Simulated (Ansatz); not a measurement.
## FGaH5Si2+: which of two structures lies lower

Structure I is a singlet given by its coordinates and structure II is a singlet given by its coordinates. Both are isolated ions in the gas phase, relaxed with B3LYP-D3(BJ)/def2-SVP.

I (Å):

```tsv
atom	x (Å)	y (Å)	z (Å)
F	-3.7500	-1.9512	1.2890
Ga	-0.9624	-0.6539	2.1265
Si	-3.1153	-1.7399	2.7642
Si	1.1339	0.4112	1.3897
H	-2.8145	-3.0301	3.4240
H	-3.9045	-0.7824	3.5711
H	2.0846	-0.7145	1.2058
H	0.7826	1.1124	0.1292
H	1.4993	1.3254	2.5016
```

Close contacts (Å): F1–Si3 1.62, Ga2–Si3 2.49, Ga2–Si4 2.46, Si3–H5 1.48, Si3–H6 1.48, Si4–H7 1.48, Si4–H8 1.48, Si4–H9 1.49.

II (Å):

| atom | x (Å) | y (Å) | z (Å) |
| --- | --- | --- | --- |
| F | 0.4158 | -0.9483 | 2.7734 |
| Ga | -1.4197 | -0.9035 | 3.8657 |
| Si | 0.0402 | -0.6558 | 1.0979 |
| Si | -2.2598 | -0.4719 | 1.6133 |
| H | 0.7596 | 0.5870 | 0.7496 |
| H | -3.1378 | -1.5783 | 1.1591 |
| H | -2.8587 | 0.8827 | 1.5266 |
| H | 0.4807 | -1.8716 | 0.3829 |
| H | -0.9877 | -1.1716 | 5.3325 |

Close contacts (Å): F1–Ga2 2.14, F1–Si3 1.74, Ga2–Si4 2.44, Si3–Si4 2.36, Ga2–H9 1.55, Si3–H5 1.48, Si3–H8 1.48, Si4–H6 1.48, Si4–H7 1.48.

Problem. Estimate E(II) − E(I) at the level CCSD(T)/def2-SVP + ΔMP2/def2-TZVPP.

Solution. Calculated at CCSD(T)/def2-SVP + ΔMP2/def2-TZVPP: E(II) − E(I) = −5.20 kJ/mol, so structure II lies lower.

The same difference at several levels:

| level | geometry | E(II) − E(I) (kJ/mol) | departure from the last row (kJ/mol) | job, with rough time for the two |
| --- | --- | --- | --- | --- |
| B3LYP-D3(BJ)/def2-SVP | B3LYP-D3(BJ)/def2-SVP | −17.42 | −12.21 | optimisation, 28 s |
| HF/def2-SVP | B3LYP-D3(BJ)/def2-SVP | −10.22 | −5.02 | part of the CCSD(T) run |
| MP2/def2-SVP | B3LYP-D3(BJ)/def2-SVP | −28.68 | −23.48 | part of the CCSD(T) run |
| CCSD(T)/def2-SVP | B3LYP-D3(BJ)/def2-SVP | −25.36 | −20.16 | single point |
| CCSD(T)/def2-SVP + ΔMP2/def2-TZVPP | B3LYP-D3(BJ)/def2-SVP | −5.20 |  | single point, 29 s |

None of the levels shown reverses the order. The largest departure from CCSD(T)/def2-SVP + ΔMP2/def2-TZVPP is that of MP2/def2-SVP, 23.48 kJ/mol. Levels run at GFN2-xTB geometries aren't shown. The last row adds to CCSD(T) the change of the MP2 difference between the two basis sets, here +20.16 kJ/mol, a large step that makes the value less sure.

With harmonic frequencies from B3LYP-D3(BJ)/def2-SVP (ideal gas, rigid rotor, one conformer each, 298.15 K, 1 atm): on the last row, ΔE + ΔZPE = −5.99 kJ/mol. A mode under 50 cm⁻¹ makes harmonic enthalpies and free energies unreliable, so none is given.

The correlated steps freeze 20 core orbitals; the filled d shell of Ga is correlated, in a basis made for valence electrons. Run with Ansatz 0.2.0; the last row on 2 threads of Arm Neoverse V2 on a shared host.
